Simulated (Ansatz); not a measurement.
Ansatz (a first-principles code) input (B3LYP-D3(BJ)/def2-TZVP):

Ansatz 0.2 input:
```yaml
crystal:
  periodic: [false, false, false]
  atoms:
    - {symbol: Sn, position_ang: [-0.04614607, -0.01824025, 0.40026430]}
    - {symbol: O, position_ang: [0.69909737, -1.36052664, -1.03765199]}
    - {symbol: H, position_ang: [1.28573618, -0.84306721, -1.60057660]}
    - {symbol: O, position_ang: [-0.45923554, 1.45533731, -1.04287465]}
    - {symbol: H, position_ang: [-0.89732731, 0.99659438, -1.76842547]}
basis:
  gaussian:
    orbitals: def2-TZVP
hamiltonian:
  xc: b3lyp
  dispersion: d3bj
total_charge: -1
magnetization: {spin_polarized: true, initial_magnetization: 1}
phonons: {temperatures: {t_min: 298.15, t_max: 298.15, t_step: 100}}
```

Output:

```
Functional definition: B3LYP
integrals: 0.04 GiB planned
822 factors; their error is unknown
mean field: 0.52 GiB planned
mean field evaluation 1: about -9962.0469 eV, gradient 2.4e1 eV
mean field evaluation 2: about -9956.2092 eV, gradient 4.8e1 eV
mean field evaluation 4: about -9963.9656 eV, gradient 6.1e-1 eV
mean field evaluation 8: about -9964.0364 eV, gradient 2.2e-1 eV
mean field evaluation 16: about -9964.0365 eV, gradient 1.3e-4 eV
mean field -9964.03651357 eV, -366.1715880071 hartree, gradient 3.1e-5 eV, S^2 0.752788; 0 other end points of the search recorded, 0 dependent functions left out
the calculation of the forces begins
reference -9964.03673161 eV, -366.1715960202 hartree; 21, 20 occupied and 103, 104 virtual orbitals, 822 factors
these checks for a lower state are left out or cut short: stability, starts, cluster_reference, orbital_swaps, neighbouring_geometries, increment
integrals: 0.04 GiB planned
822 factors; their error is unknown
mean field: 0.52 GiB planned
mean field -9964.03650685 eV, -366.1715877601 hartree, gradient 1.8e-6 eV, S^2 0.752788; 0 other end points of the search recorded, 0 dependent functions left out
the calculation of the forces begins
reference -9964.03672489 eV, -366.1715957732 hartree; 21, 20 occupied and 103, 104 virtual orbitals, 822 factors
these checks for a lower state are left out or cut short: stability, starts, cluster_reference, orbital_swaps, neighbouring_geometries, increment
integrals: 0.04 GiB planned
822 factors; their error is unknown
mean field: 0.52 GiB planned
mean field evaluation 32: about -9964.0365 eV, gradient 1.4e-6 eV
mean field -9964.03650685 eV, -366.1715877601 hartree, gradient 1.8e-6 eV, S^2 0.752788; 0 other end points of the search recorded, 0 dependent functions left out
the calculation of the forces begins
reference -9964.03672489 eV, -366.1715957732 hartree; 21, 20 occupied and 103, 104 virtual orbitals, 822 factors
these checks for a lower state are left out or cut short: stability, starts, cluster_reference, orbital_swaps, neighbouring_geometries, increment
integrals: 0.04 GiB planned
822 factors; their error is unknown
mean field: 0.52 GiB planned
mean field -9964.03646556 eV, -366.1715862428 hartree, gradient 1.9e-6 eV, S^2 0.752790; 0 other end points of the search recorded, 0 dependent functions left out
the calculation of the forces begins
reference -9964.03668359 eV, -366.1715942553 hartree; 21, 20 occupied and 103, 104 virtual orbitals, 822 factors
these checks for a lower state are left out or cut short: stability, starts, cluster_reference, orbital_swaps, neighbouring_geometries, increment
integrals: 0.04 GiB planned
822 factors; their error is unknown
mean field: 0.52 GiB planned
mean field -9964.03648665 eV, -366.1715870180 hartree, gradient 1.8e-6 eV, S^2 0.752786; 0 other end points of the search recorded, 0 dependent functions left out
the calculation of the forces begins
reference -9964.03670471 eV, -366.1715950316 hartree; 21, 20 occupied and 103, 104 virtual orbitals, 822 factors
these checks for a lower state are left out or cut short: stability, starts, cluster_reference, orbital_swaps, neighbouring_geometries, increment
integrals: 0.04 GiB planned
822 factors; their error is unknown
mean field: 0.52 GiB planned
mean field -9964.03646124 eV, -366.1715860840 hartree, gradient 1.6e-6 eV, S^2 0.752787; 0 other end points of the search recorded, 0 dependent functions left out
the calculation of the forces begins
reference -9964.03667928 eV, -366.1715940967 hartree; 21, 20 occupied and 103, 104 virtual orbitals, 822 factors
these checks for a lower state are left out or cut short: stability, starts, cluster_reference, orbital_swaps, neighbouring_geometries, increment
integrals: 0.04 GiB planned
822 factors; their error is unknown
mean field: 0.52 GiB planned
mean field -9964.03643872 eV, -366.1715852564 hartree, gradient 2.7e-6 eV, S^2 0.752788; 0 other end points of the search recorded, 0 dependent functions left out
the calculation of the forces begins
reference -9964.03665677 eV, -366.1715932698 hartree; 21, 20 occupied and 103, 104 virtual orbitals, 822 factors
these checks for a lower state are left out or cut short: stability, starts, cluster_reference, orbital_swaps, neighbouring_geometries, increment
integrals: 0.04 GiB planned
822 factors; their error is unknown
mean field: 0.52 GiB planned
mean field evaluation 64: about -9964.0363 eV, gradient 2.2e-1 eV
mean field -9964.03643203 eV, -366.1715850106 hartree, gradient 1.6e-6 eV, S^2 0.752788; 0 other end points of the search recorded, 0 dependent functions left out
the calculation of the forces begins
reference -9964.03665004 eV, -366.1715930224 hartree; 21, 20 occupied and 103, 104 virtual orbitals, 822 factors
these checks for a lower state are left out or cut short: stability, starts, cluster_reference, orbital_swaps, neighbouring_geometries, increment
integrals: 0.04 GiB planned
822 factors; their error is unknown
mean field: 0.52 GiB planned
mean field -9964.03646879 eV, -366.1715863615 hartree, gradient 2.0e-6 eV, S^2 0.752788; 0 other end points of the search recorded, 0 dependent functions left out
the calculation of the forces begins
reference -9964.03668687 eV, -366.1715943759 hartree; 21, 20 occupied and 103, 104 virtual orbitals, 822 factors
these checks for a lower state are left out or cut short: stability, starts, cluster_reference, orbital_swaps, neighbouring_geometries, increment
integrals: 0.04 GiB planned
822 factors; their error is unknown
mean field: 0.52 GiB planned
mean field -9964.03644208 eV, -366.1715853801 hartree, gradient 1.6e-6 eV, S^2 0.752789; 0 other end points of the search recorded, 0 dependent functions left out
the calculation of the forces begins
reference -9964.03666012 eV, -366.1715933928 hartree; 21, 20 occupied and 103, 104 virtual orbitals, 822 factors
these checks for a lower state are left out or cut short: stability, starts, cluster_reference, orbital_swaps, neighbouring_geometries, increment
integrals: 0.04 GiB planned
822 factors; their error is unknown
mean field: 0.52 GiB planned
mean field -9964.03644251 eV, -366.1715853957 hartree, gradient 1.8e-6 eV, S^2 0.752787; 0 other end points of the search recorded, 0 dependent functions left out
the calculation of the forces begins
reference -9964.03666056 eV, -366.1715934091 hartree; 21, 20 occupied and 103, 104 virtual orbitals, 822 factors
these checks for a lower state are left out or cut short: stability, starts, cluster_reference, orbital_swaps, neighbouring_geometries, increment
integrals: 0.04 GiB planned
822 factors; their error is unknown
mean field: 0.52 GiB planned
mean field evaluation 96: about -9964.0365 eV, gradient 1.5e-6 eV
mean field -9964.03646621 eV, -366.1715862667 hartree, gradient 1.5e-6 eV, S^2 0.752788; 0 other end points of the search recorded, 0 dependent functions left out
the calculation of the forces begins
reference -9964.03668429 eV, -366.1715942810 hartree; 21, 20 occupied and 103, 104 virtual orbitals, 822 factors
these checks for a lower state are left out or cut short: stability, starts, cluster_reference, orbital_swaps, neighbouring_geometries, increment
integrals: 0.04 GiB planned
822 factors; their error is unknown
mean field: 0.52 GiB planned
mean field -9964.03644220 eV, -366.1715853845 hartree, gradient 1.9e-6 eV, S^2 0.752788; 0 other end points of the search recorded, 0 dependent functions left out
the calculation of the forces begins
reference -9964.03666022 eV, -366.1715933965 hartree; 21, 20 occupied and 103, 104 virtual orbitals, 822 factors
these checks for a lower state are left out or cut short: stability, starts, cluster_reference, orbital_swaps, neighbouring_geometries, increment
integrals: 0.04 GiB planned
822 factors; their error is unknown
mean field: 0.52 GiB planned
mean field -9964.03645226 eV, -366.1715857542 hartree, gradient 1.6e-6 eV, S^2 0.752788; 0 other end points of the search recorded, 0 dependent functions left out
the calculation of the forces begins
reference -9964.03667032 eV, -366.1715937675 hartree; 21, 20 occupied and 103, 104 virtual orbitals, 822 factors
these checks for a lower state are left out or cut short: stability, starts, cluster_reference, orbital_swaps, neighbouring_geometries, increment
integrals: 0.04 GiB planned
822 factors; their error is unknown
mean field: 0.52 GiB planned
mean field -9964.03648000 eV, -366.1715867734 hartree, gradient 2.0e-6 eV, S^2 0.752787; 0 other end points of the search recorded, 0 dependent functions left out
the calculation of the forces begins
reference -9964.03669804 eV, -366.1715947863 hartree; 21, 20 occupied and 103, 104 virtual orbitals, 822 factors
these checks for a lower state are left out or cut short: stability, starts, cluster_reference, orbital_swaps, neighbouring_geometries, increment
integrals: 0.04 GiB planned
822 factors; their error is unknown
mean field: 0.52 GiB planned
mean field -9964.03645096 eV, -366.1715857061 hartree, gradient 3.1e-6 eV, S^2 0.752788; 0 other end points of the search recorded, 0 dependent functions left out
the calculation of the forces begins
reference -9964.03666900 eV, -366.1715937193 hartree; 21, 20 occupied and 103, 104 virtual orbitals, 822 factors
these checks for a lower state are left out or cut short: stability, starts, cluster_reference, orbital_swaps, neighbouring_geometries, increment
integrals: 0.04 GiB planned
822 factors; their error is unknown
mean field: 0.52 GiB planned
mean field evaluation 128: about -9964.0365 eV, gradient 9.4e-5 eV
mean field -9964.03646303 eV, -366.1715861500 hartree, gradient 1.6e-6 eV, S^2 0.752787; 0 other end points of the search recorded, 0 dependent functions left out
the calculation of the forces begins
reference -9964.03668108 eV, -366.1715941631 hartree; 21, 20 occupied and 103, 104 virtual orbitals, 822 factors
WARN: phonons: modes at or below zero, which the zero-point energy, F, S and C_V leave out: 1, the lowest at -34.71 cm⁻¹ …
Total energy: -9964.18063617 eV, -366.1768844149 hartree
Atom 0 at    -0.046146    -0.018240     0.400264 Å, force    -0.000123    -0.000049     0.001069 eV/Å
Atom 1 at     0.699097    -1.360527    -1.037652 Å, force     0.000454     0.000020    -0.000659 eV/Å
Atom 2 at     1.285736    -0.843067    -1.600577 Å, force    -0.000024    -0.000481     0.000145 eV/Å
Atom 3 at    -0.459236     1.455337    -1.042875 Å, force    -0.000293     0.000044    -0.000744 eV/Å
Atom 4 at    -0.897327     0.996594    -1.768425 Å, force    -0.000015     0.000466     0.000189 eV/Å
Dipole moment:    -0.009934    -0.003927     0.086166 e Å
Vibrations: -34.71 146.48 329.30 437.99 469.31 722.01 763.81 3792.79 3794.63 cm⁻¹, zero-point energy 0.648210 eV
```
